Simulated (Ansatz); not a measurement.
`BrC1C[SiH2]1` and `FC1C[SiH2]1` differ in one element.

Ansatz, PBE0-D4/def2-TZVP geometries, multiplicity 1. 

Scalar relativity is left out up to krypton. Spin–orbit coupling is left out; it splits and shifts lone-pair levels of the heavy atoms by tenths of an eV.

```tsv
property	`BrC1C[SiH2]1`
HOMO energy (B3LYP/def2-TZVPP) / eV	-6.74
HOMO energy (PBE/def2-TZVPP) / eV	-5.82
HOMO–LUMO gap (PBE0/def2-TZVPP) / eV	6.44
LUMO energy (PBE/def2-TZVPP) / eV	-1.42
LUMO energy (ωB97M-V/def2-TZVPP) / eV	1.31
zero-point energy (PBE0-D4/def2-TZVP) / kJ/mol	158.3
```

Give the same properties after the change, and the shifts. (An estimate is asked.)

The calculation gave: 
```tsv
property	`FC1C[SiH2]1`	shift
HOMO energy (B3LYP/def2-TZVPP) / eV	-6.88	-0.14
HOMO energy (PBE/def2-TZVPP) / eV	-5.87	-0.05
HOMO–LUMO gap (PBE0/def2-TZVPP) / eV	7.06	0.62
LUMO energy (PBE/def2-TZVPP) / eV	-0.83	0.59
LUMO energy (ωB97M-V/def2-TZVPP) / eV	1.65	0.34
zero-point energy (PBE0-D4/def2-TZVP) / kJ/mol	162.6	4.3
```

With PBE0 the HOMO falls by 0.13 eV and the LUMO rises by 0.49 eV, so the gap widens by about 0.62 eV. PBE moves the HOMO by -0.05 eV and ωB97M-V by -0.17 eV.

Positive LUMOs are unbound, so they and the gaps depend on the basis.

B3LYP here is the variant with VWN-RPA as its local correlation; programs differ in this.
